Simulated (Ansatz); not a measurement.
Geometry optimisation, RKS revPBE-D4/def2-SVP in Ansatz.

The input (input.yaml):

```yaml
crystal:
  periodic: [false, false, false]
  atoms:
    - { symbol: B, position_ang: [-2.0821, 0.005, 0.8023] }
    - { symbol: O, position_ang: [-1.2126, 1.1427, 0.4834] }
    - { symbol: B, position_ang: [-0.562, 0.7658, -0.7702] }
    - { symbol: O, position_ang: [-1.0113, 1.1762, -2.0506] }
    - { symbol: Si, position_ang: [1.1955, -0.1468, -0.7128] }
    - { symbol: C, position_ang: [1.6837, -0.4378, 1.0775] }
    - { symbol: H, position_ang: [-1.7551, -0.8398, 1.4875] }
    - { symbol: H, position_ang: [-3.2058, 0.1013, 0.3892] }
    - { symbol: H, position_ang: [-1.54258, 0.18197, -1.02807] }
    - { symbol: H, position_ang: [1.0983, -1.4197, -1.3855] }
    - { symbol: H, position_ang: [2.1989, 0.7061, -1.3186] }
    - { symbol: H, position_ang: [0.9498, -1.1016, 1.578] }
    - { symbol: H, position_ang: [2.6267, -0.9232, 1.0889] }
    - { symbol: H, position_ang: [1.7126, 0.5226, 1.6416] }
basis:
  gaussian: { orbitals: def2-SVP }
hamiltonian:
  xc: revpbe
  dispersion: d4
relax:
  f_tol: 0.02
  max_steps: 50
```

Command:

```bash
$ ansatz run input.yaml --threads 2 --pin off --max-ram 3072MiB --backend cpu --events-out ev --progress --plain --runs-dir out
```

Problem. Where does it end, and by what steps?

Solution. It converged. The force dipped under the threshold on the way, but the program's further checks kept it going. After 41 steps the energy has fallen by 5.346 eV; H9 moved furthest, 1.99 Å. Parted: B3–H9. Joined: O4–H9.

```tsv
step	energy less start (eV)	largest force component (eV/Å)	accepted
0	0.0000	3.660	yes
2	-2.6111	3.197	yes
4	-3.7817	1.504	yes
6	-4.4396	1.500	yes
8	-4.9587	1.941	yes
10	-5.2281	0.499	yes
12	-5.3193	0.211	yes
14	-5.3321	0.158	yes
16	-5.3357	0.042	yes
18	-5.3381	0.052	yes
20	-5.3394	0.035	yes
22	-5.3401	0.034	yes
24	-5.3414	0.069	yes
26	-5.3429	0.032	yes
28	-5.3437	0.033	yes
30	-5.3447	0.054	yes
32	-5.3451	0.014	yes
34	-5.3455	0.021	yes
36	-5.3460	0.049	yes
38	-5.3462	0.009	yes
40	-5.3463	0.027	yes
41	-5.3463	0.012	yes
```

```xyz
14
Properties=species:S:1:pos:R:3
B -2.089 -0.439 0.832
O -1.802 0.511 -0.110
B -0.649 0.611 -0.914
O -0.711 1.483 -1.961
Si 1.082 -0.427 -0.571
C 1.732 -0.128 1.195
H -1.329 -1.375 1.021
H -3.128 -0.313 1.457
H -1.590 1.916 -2.001
H 0.845 -1.905 -0.772
H 2.128 -0.002 -1.571
H 0.993 -0.456 1.952
H 2.673 -0.691 1.366
H 1.942 0.949 1.359
```

Whether the end is a true minimum wasn't checked by a vibrational analysis.

Time of the run: 80 s on 2 threads of Intel(R) Xeon(R) Platinum 8488C (Sapphire Rapids), on a shared host, peak memory 0.19 GiB.
